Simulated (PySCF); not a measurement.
# Electronic absorption of cyclo-(H2SnSe)2

Species: cyclo-(H2SnSe)2.
Bonds: Sn1–Se4, Sn1–Se8, Se4–Sn5, Sn5–Se8. Hydrogens: H2, H3 on Sn1; H6, H7 on Sn5.

Theory: TDDFT PBE0/def2-SVPD, vertical, gas phase, core orbitals frozen in the response, def2 core potentials past Kr (PySCF 2.14.0, density-fitted response routines). Geometry: PBE0-D3(BJ)/def2-SVP, one conformer, isolated molecule. Spin–orbit coupling is left out.

```json
{"state": "S1", "λ (nm)": "324.0", "E (eV)": "3.83", "f": "0.0000", "main configurations (H = HOMO, L = LUMO)": "H-1→L (98%)"}
{"state": "S2", "λ (nm)": "319.4", "E (eV)": "3.88", "f": "0.0000", "main configurations (H = HOMO, L = LUMO)": "H→L (98%)"}
{"state": "S3", "λ (nm)": "294.9", "E (eV)": "4.20", "f": "0.0000", "main configurations (H = HOMO, L = LUMO)": "H→L+1 (95%)"}
{"state": "S4", "λ (nm)": "292.5", "E (eV)": "4.24", "f": "0.018", "main configurations (H = HOMO, L = LUMO)": "H-1→L+1 (97%)"}
{"state": "S5", "λ (nm)": "265.2", "E (eV)": "4.68", "f": "0.0000", "main configurations (H = HOMO, L = LUMO)": "H-2→L (99%)"}
{"state": "S6", "λ (nm)": "254.6", "E (eV)": "4.87", "f": "0.0000", "main configurations (H = HOMO, L = LUMO)": "H-1→L+2 (94%)"}
{"state": "S7", "λ (nm)": "249.9", "E (eV)": "4.96", "f": "0.033", "main configurations (H = HOMO, L = LUMO)": "H→L+2 (94%)"}
{"state": "S8", "λ (nm)": "240.9", "E (eV)": "5.15", "f": "0.0000", "main configurations (H = HOMO, L = LUMO)": "H-2→L+1 (97%)"}
{"state": "S9", "λ (nm)": "220.3", "E (eV)": "5.63", "f": "0.0000", "main configurations (H = HOMO, L = LUMO)": "H-3→L+1 (96%)"}
{"state": "S10", "λ (nm)": "218.0", "E (eV)": "5.69", "f": "0.0000", "main configurations (H = HOMO, L = LUMO)": "H-1→L+3 (96%)"}
```

Triplets (Tamm–Dancoff): T1 3.56 eV, H-1→L (96%); T2 3.57 eV, H→L (95%); T3 3.92 eV, H-1→L+1 (78%), H→L+2 (20%); T4 3.92 eV, H→L+1 (79%), H-1→L+2 (19%).

The lowest singlet lies at 3.83 eV (324 nm, ultraviolet) and is dark (f under 0.0005); its leading configuration is HOMO-1→LUMO (98%). The strongest level in the table is S7 at 4.96 eV (250 nm, f = 0.033). Löwdin shares by element: HOMO (one of a set within 0.03 eV) selenium 69%, tin 17%; LUMO selenium 52%, tin 31% (atoms not listed hold the other 18%). Orbital energies (eV): HOMO-3 -8.48, HOMO-2 -7.76, HOMO-1 -6.98, HOMO -6.97, LUMO -1.86, LUMO+1 -1.58, LUMO+2 -0.98. The listed states span 1.86 eV, and the widest gap between neighbours is 0.48 eV (S8 to S9). Weighted by f, the mean energy of these states is 4.71 eV. All these states lie below the vertical ionisation energy of 8.64 eV (ΔSCF). Only the lowest 10 singlets were computed, as vertical energies without vibronic structure.
